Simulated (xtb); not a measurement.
Method: xtb with GFN2-xTB.

```
xtb start.xyz --ohess tight --gfn 2 --chrg 0 --uhf 0 --iterations 400

# start.xyz
5

F     -1.142401    -1.359783    -0.762340
Sn     0.013983     0.003350    -0.010053
F     -1.030056     1.613814     0.251644
F      0.655323    -0.617021     1.714060
F      1.503152     0.359641    -1.193311
```

Output:

```
[...]

         #    Occupation            Energy/Eh            Energy/eV
      -------------------------------------------------------------
         1        2.0000           -0.9743398             -26.5131
       ...           ...                  ...                  ...
        10        2.0000           -0.5661057             -15.4045
        11        2.0000           -0.5583330             -15.1930
        12        2.0000           -0.5583317             -15.1930
        13        2.0000           -0.5583310             -15.1930
        14        2.0000           -0.5579223             -15.1818
        15        2.0000           -0.5579192             -15.1818
        16        2.0000           -0.5579166             -15.1817 (HOMO)
        17                         -0.4118385             -11.2067 (LUMO)
        18                         -0.1679475              -4.5701
        19                         -0.1679420              -4.5699
        20                         -0.1679187              -4.5693
        21                         -0.1576899              -4.2910
       ...                                ...                  ...
        25                          0.2907835               7.9126
      -------------------------------------------------------------
                  HL-Gap            0.1460782 Eh            3.9750 eV
             Fermi-level           -0.4848775 Eh          -13.1942 eV


         :::::::::::::::::::::::::::::::::::::::::::::::::::::
         ::                     SUMMARY                     ::
         :::::::::::::::::::::::::::::::::::::::::::::::::::::
         :: total energy             -21.089019950704 Eh    ::
         :: gradient norm              0.000033217027 Eh/a0 ::
         :: HOMO-LUMO gap              3.974990111834 eV    ::
         ::.................................................::
         :: SCC energy               -21.095697926349 Eh    ::
         :: -> isotropic ES           -0.005907016941 Eh    ::
         :: -> anisotropic ES          0.000679939172 Eh    ::
         :: -> anisotropic XC         -0.007489850475 Eh    ::
         :: -> dispersion             -0.002315634051 Eh    ::
         :: repulsion energy           0.006677975644 Eh    ::
         :: add. restraining           0.000000000000 Eh    ::
         :: total charge              -0.000000000000 e     ::
         :::::::::::::::::::::::::::::::::::::::::::::::::::::

           -------------------------------------------------
          |                Numerical Hessian                |
           -------------------------------------------------
step length          :   0.00500
SCC accuracy         :   0.30000
Hessian scale factor :   1.00000
frozen atoms in %    :   0.00000    0
RMS gradient         :   0.00003
estimated CPU  time      0.00 min
estimated wall time      0.00 min

writing file <hessian>.

 projected vibrational frequencies (cm⁻¹)
eigval :       -0.00    -0.00    -0.00     0.00     0.00     0.00
eigval :       73.98    74.03    97.27    97.28    97.31   240.63
eigval :      451.02   451.08   451.14
           -------------------------------------------------
          |                Property Printout                |
           -------------------------------------------------

    * Orbital Energies and Occupations

         #    Occupation            Energy/Eh            Energy/eV
      -------------------------------------------------------------
         1        2.0000           -0.9743397             -26.5131
       ...           ...                  ...                  ...
         4        2.0000           -0.8589050             -23.3720
         5        2.0000           -0.7630459             -20.7635
         6        2.0000           -0.5778592             -15.7243
         7        2.0000           -0.5778576             -15.7243
         8        2.0000           -0.5778567             -15.7243
         9        2.0000           -0.5661086             -15.4046
        10        2.0000           -0.5661057             -15.4045
        11        2.0000           -0.5583330             -15.1930
        12        2.0000           -0.5583317             -15.1930
        13        2.0000           -0.5583310             -15.1930
        14        2.0000           -0.5579223             -15.1818
        15        2.0000           -0.5579192             -15.1818
        16        2.0000           -0.5579167             -15.1817 (HOMO)
        17                         -0.4118384             -11.2067 (LUMO)
        18                         -0.1679474              -4.5701
        19                         -0.1679419              -4.5699
        20                         -0.1679186              -4.5693
        21                         -0.1576898              -4.2910
        22                         -0.1576604              -4.2902
        23                          0.2907070               7.9105
        24                          0.2907234               7.9110
        25                          0.2907836               7.9126
      -------------------------------------------------------------
                  HL-Gap            0.1460782 Eh            3.9750 eV
             Fermi-level           -0.4848776 Eh          -13.1942 eV

     #   Z          covCN         q      C6AA      α(0)
     1   9 F        0.710    -0.168    10.920     3.902
     2  50 Sn       2.838     0.672   358.814    37.424
     3   9 F        0.710    -0.168    10.920     3.902
     4   9 F        0.710    -0.168    10.920     3.902
     5   9 F        0.710    -0.168    10.920     3.902

 Mol. C6AA /au·bohr⁶  :        986.551944
 Mol. C8AA /au·bohr⁸  :      69018.962855
 Mol. α(0) /au        :         53.032337

Wiberg/Mayer (AO) data.
largest (>0.10) Wiberg bond orders for each atom

 ---------------------------------------------------------------------------
     #   Z sym  total        # sym  WBO       # sym  WBO       # sym  WBO
 ---------------------------------------------------------------------------
     1   9 F    1.301 --     2 Sn   0.804     5 F    0.166     3 F    0.166
                             4 F    0.166
     2  50 Sn   3.214 --     4 F    0.804     1 F    0.804     5 F    0.804
                             3 F    0.804
     3   9 F    1.301 --     2 Sn   0.804     4 F    0.166     1 F    0.166
                             5 F    0.166
     4   9 F    1.301 --     2 Sn   0.804     3 F    0.166     5 F    0.166
                             1 F    0.166
     5   9 F    1.301 --     2 Sn   0.804     1 F    0.166     4 F    0.166
                             3 F    0.166
 ---------------------------------------------------------------------------

Topologies differ in total number of bonds
Writing topology from bond orders to xtbtopo.mol

molecular dipole:
                 x           y           z       tot (Debye)
 q only:        0.000       0.000      -0.000
   full:       -0.000       0.000      -0.000       0.000
molecular quadrupole (traceless):
                xx          xy          yy          xz          yz          zz
 q only:        0.000       0.001       0.000       0.001      -0.001      -0.000
  q+dip:        0.000       0.001       0.001       0.001      -0.002      -0.001
   full:        0.000       0.001       0.001       0.001      -0.003      -0.001

           -------------------------------------------------
          |                Geometry Summary                 |
           -------------------------------------------------

      molecular mass/u    :      194.7037252
   center of mass at/Å    :       -0.0000058       0.0000282      -0.0000166
  moments of inertia/u·Å² :        0.1858201E+03   0.1858681E+03   0.1858869E+03
rotational constants/cm⁻¹ :        0.9072019E-01   0.9069676E-01   0.9068760E-01

 * 4 selected distances

     #   Z          #   Z                                           value/Å
     1   9 F        2  50 Sn                                      1.9153318
     2  50 Sn       3   9 F                                       1.9154281 (max)
     2  50 Sn       4   9 F                                       1.9152694 (min)
     2  50 Sn       5   9 F                                       1.9153700

 * 1 distinct bonds (by element types)

   Z      Z             #   av. dist./Å        max./Å        min./Å
   9 F   50 Sn          4     1.9153498     1.9154281     1.9152694

           -------------------------------------------------
          |               Frequency Printout                |
           -------------------------------------------------
 projected vibrational frequencies (cm⁻¹)
eigval :       -0.00    -0.00    -0.00     0.00     0.00     0.00
eigval :       73.98    74.03    97.27    97.28    97.31   240.63
eigval :      451.02   451.08   451.14
 reduced masses (amu)
   1: 43.75   2: 22.54   3: 41.14   4: 70.03   5: 57.42   6: 61.49   7: 19.00   8: 19.00
   9: 37.85  10: 37.84  11: 37.84  12: 19.00  13: 39.07  14: 39.07  15: 39.07
 IR intensities (km·mol⁻¹)
   1:  0.00   2:  0.00   3:  0.00   4:  0.00   5:  0.00   6:  0.00   7:  0.00   8:  0.00
   9: 28.63  10: 28.63  11: 28.63  12:  0.00  13:101.32  14:101.31  15:101.33
 Raman intensities (Ä⁴*amu⁻¹)
   1:  0.00   2:  0.00   3:  0.00   4:  0.00   5:  0.00   6:  0.00   7:  0.00   8:  0.00
Molecule has the following symmetry elements: 4*(C3) 3*(C2) 3*(S4) 6*(sigma)
It seems to be the Td point group
   9:  0.00  10:  0.00  11:  0.00  12:  0.00  13:  0.00  14:  0.00  15:  0.00
 output can be read by thermo (or use thermo option).
 writing <g98.out> molden fake output.
 recommended (thermochemical) frequency scaling factor: 1.0
           -------------------------------------------------
          |             Thermodynamic Functions             |
           -------------------------------------------------

td  symmetry found (for desy threshold:  0.10E+00) used in thermo

          ...................................................
          :                      SETUP                      :
          :.................................................:
          :  # frequencies                           9      :
          :  # imaginary freq.                       0      :
          :  linear?                             false      :
          :  only rotor calc.                    false      :
          :  symmetry                               td      :
          :  rotational number                      12      :
          :  scaling factor                  1.0000000      :
          :  rotor cutoff                   50.0000000 cm⁻¹ :
          :  imag. cutoff                  -20.0000000 cm⁻¹ :
          :.................................................:

    mode    ω/cm⁻¹     T·S(HO)/kcal·mol⁻¹    T·S(FR)/kcal·mol⁻¹   T·S(vib)
   ------------------------------------------------------------------------
       1     73.98    -1.20585 ( 82.74%)    -0.94011 ( 17.26%)    -1.15998
       2     74.03    -1.20547 ( 82.78%)    -0.93992 ( 17.22%)    -1.15973
       3     97.27    -1.04598 ( 93.47%)    -0.85913 (  6.53%)    -1.03379
       4     97.28    -1.04593 ( 93.48%)    -0.85910 (  6.52%)    -1.03375
       5     97.31    -1.04573 ( 93.48%)    -0.85900 (  6.52%)    -1.03357
       6    240.63    -0.53613 ( 99.81%)    -0.59097 (  0.19%)    -0.53623
   ------------------------------------------------------------------------

   temp. (K)  partition function   enthalpy   heat capacity  entropy
                                   cal/mol     cal/K/mol   cal/K/mol   J/K/mol
 298.15  VIB   440.                 3187.283     15.116     22.358
         ROT  0.161E+05              888.752      2.981     22.234
         INT  0.710E+07             4076.036     18.096     44.593
         TR   0.263E+28             1481.254      4.968     41.685
         TOT                        5557.2896    23.0645    86.2780   360.9871

       T/K    H(0)-H(T)+PV         H(T)/Eh          T*S/Eh         G(T)/Eh
   ------------------------------------------------------------------------
    298.15    0.885610E-02    0.134894E-01    0.409935E-01   -0.275041E-01
   ------------------------------------------------------------------------

         :::::::::::::::::::::::::::::::::::::::::::::::::::::
         ::                  THERMODYNAMIC                  ::
         :::::::::::::::::::::::::::::::::::::::::::::::::::::
         :: total free energy         -21.116524054670 Eh   ::
         ::.................................................::
         :: total energy              -21.089019950704 Eh   ::
         :: zero point energy           0.004633252478 Eh   ::
         :: G(RRHO) w/o ZPVE           -0.032137356444 Eh   ::
         :: G(RRHO) contrib.           -0.027504103966 Eh   ::
         :::::::::::::::::::::::::::::::::::::::::::::::::::::

optimized geometry written to: xtbopt.xyz

           -------------------------------------------------
          | TOTAL ENERGY              -21.089019950704 Eh   |
          | TOTAL ENTHALPY            -21.075530593494 Eh   |
          | TOTAL FREE ENERGY         -21.116524054670 Eh   |
          | GRADIENT NORM               0.000033220084 Eh/α |
          | HOMO-LUMO GAP               3.974990546507 eV   |
           -------------------------------------------------

------------------------------------------------------------------------
```

Cost: very roughly 0.24 core-seconds.
